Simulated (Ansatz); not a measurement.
A nudged elastic band was laid between two geometries of H2Se + H3Si (7 atoms, charge 0, multiplicity 2).

These are results of UKS BHLYP-D4/def2-SVP (Ansatz 0.2.0), not measurements.

```json
{
  "movable images": "5",
  "climbing image": "yes",
  "spring": "5.0 eV/Å²",
  "optimiser": "quadratic models (default)",
  "start path": "through a guess of the saddle point",
  "force threshold": "0.05 eV/Å",
  "iteration limit": "60",
  "end points": "relaxed"
}
```

Initial state:

```xyz
7
Properties=species:S:1:pos:R:3
H -0.737 -0.530 1.152
Se -1.127 -1.059 2.461
Si 0.281 0.556 -1.349
H 0.262 -1.118 2.908
H -0.617 0.105 -2.436
H 1.649 0.015 -1.513
H 0.290 2.031 -1.223
```

Final state:

```xyz
7
Properties=species:S:1:pos:R:3
H -0.530 -0.077 0.124
Se -1.097 -1.151 2.685
Si 0.147 0.444 -1.088
H 0.363 -1.063 2.739
H -0.621 0.046 -2.288
H 1.514 -0.120 -1.162
H 0.224 1.920 -1.010
```

Question: Which bonds break or form, and what moves?

Answer: Bonds broken: H1–Se2. Bonds formed: H1–Si3. H2Se + H3Si becomes H4Si + HSe.

Question: What energy profile does the band end with?

Answer: The forces met the threshold. The highest image is number 2 of 0 to 6, 4.4 kJ/mol above the first end and 58.3 kJ/mol above the last; the last end lies 53.9 kJ/mol below the first. A vibrational analysis at the climbing image gives one clearly imaginary mode, 177i cm⁻¹, and a faint second one (30i cm⁻¹) that may be numerical noise or a soft torsion: probably a first-order saddle point.

| image | path coordinate (Å) | energy (kJ/mol) | H1–Se2 (Å) | H1–Si3 (Å) |
| --- | --- | --- | --- | --- |
| 0 | 0.00 | 0.0 | 1.46 | 2.91 |
| 1 | 0.51 | 1.2 | 1.48 | 2.55 |
| 2 | 1.02 | 4.4 | 1.54 | 2.09 |
| 3 | 1.33 | -16.1 | 1.87 | 1.70 |
| 4 | 1.64 | -49.0 | 2.30 | 1.50 |
| 5 | 1.95 | -53.2 | 2.63 | 1.48 |
| 6 | 2.26 | -53.9 | 2.83 | 1.48 |

Question: What is the geometry of the highest image?

Answer: 
```xyz
7
Properties=species:S:1:pos:R:3
H -0.569 -0.335 0.725
Se -1.045 -0.908 2.075
Si 0.198 0.436 -1.057
H 0.333 -0.978 2.558
H -0.695 -0.017 -2.146
H 1.566 -0.109 -1.214
H 0.212 1.911 -0.941
```

The band took 8 iterations and about 4 core-minutes.

Run time: 110 s on 2 threads of Arm Neoverse V1 (shared host), peak memory 0.22 GiB.
